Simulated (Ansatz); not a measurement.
This geometry of CH$_{6}$INOSi (11 atoms, charge 0, multiplicity 1) is a first-order saddle point.

Method: Ansatz 0.2.0, RKS CAM-B3LYP-D4/def2-SVP.

```xyz
11
Properties=species:S:1:pos:R:3
N -1.211 0.726 -0.540
C -0.182 -0.195 -0.963
Si 1.034 -0.490 0.444
O 0.176 -0.865 1.804
I 2.258 1.643 0.767
H -2.143 0.403 -0.340
H -0.962 1.655 -0.234
H 0.320 0.121 -1.896
H -0.648 -1.168 -1.193
H 2.050 -1.548 0.257
H -0.627 -0.339 1.914
```

Q: Which two structures does it join? (They come from a converged band through this point; their orientation in space is the band's.)

A: No bond is made or broken. The height of N1 over the plane of its neighbours goes from 0.38 to -0.37 Å.

Initial state:

```xyz
11
Properties=species:S:1:pos:R:3
N -1.194 0.740 -1.062
C -0.094 -0.216 -1.081
Si 0.787 -0.417 0.562
O -0.405 -0.756 1.658
I 1.851 1.733 1.173
H -1.857 0.500 -0.327
H -0.852 1.676 -0.849
H 0.631 0.061 -1.864
H -0.477 -1.209 -1.377
H 1.878 -1.426 0.588
H -0.202 -0.743 2.599
```

Final state:

```xyz
11
Properties=species:S:1:pos:R:3
N -1.284 0.542 -0.204
C -0.226 -0.240 -0.852
Si 1.109 -0.445 0.464
O 0.259 -0.675 1.855
I 2.410 1.660 0.532
H -2.162 0.487 -0.716
H -1.027 1.528 -0.162
H 0.142 0.164 -1.813
H -0.613 -1.252 -1.057
H 2.083 -1.537 0.256
H -0.627 -0.289 1.716
```

Q: How far does it lie above each of them?

A: 0.186 eV above the first and 0.275 eV above the second. This is the barrier of this one path; another mechanism may lie lower.

Time of the run: 9 min on 2 threads of Arm Neoverse V1, with other jobs on the host, peak memory 0.37 GiB.
